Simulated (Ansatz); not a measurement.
C$_{2}$H$_{4}$FNOSi (`N#CC(O)(F)[SiH3]`). Total charge 0; spin multiplicity 1.

```tsv
atom	x (Å)	y (Å)	z (Å)
N1	0.202	2.253	-1.463
C2	0.236	1.449	-0.643
C3	0.277	0.363	0.350
O4	1.550	-0.118	0.531
F5	-0.210	0.896	1.539
Si6	-0.861	-1.115	-0.161
H7	2.164	0.615	0.662
H8	-0.732	-2.127	0.911
H9	-0.383	-1.627	-1.465
H10	-2.242	-0.591	-0.262
```

Q: What are the harmonic wavenumbers in cm⁻¹ at PBE0-D4/def2-TZVP (Ansatz, finite differences of forces, unscaled)? (Best estimate.)

A: Ansatz gave: 124, 128, 197, 211, 300, 380, 460, 502, 584, 601, 651, 701, 890, 930, 934, 981, 1039, 1178, 1364, 2255, 2274, 2276, 2370, 3790.

Q: Is this a minimum?

A: Yes, all 24 modes are real.

Q: Give the ideal-gas thermochemistry at 298.15 K and 1 bar (rigid rotor, harmonic oscillator; point group C1, symmetry number 1).

A: Zero-point energy 150.3 kJ/mol; H(298) − E = 172.1 kJ/mol; entropy 349.7 J/(mol·K), of which translation 166.9, rotation 114.5, vibration 68.3; G(298) − E = 67.8 kJ/mol.

Q: Rotational constants (cm⁻¹)?

A: 0.1199, 0.07791, 0.0653.
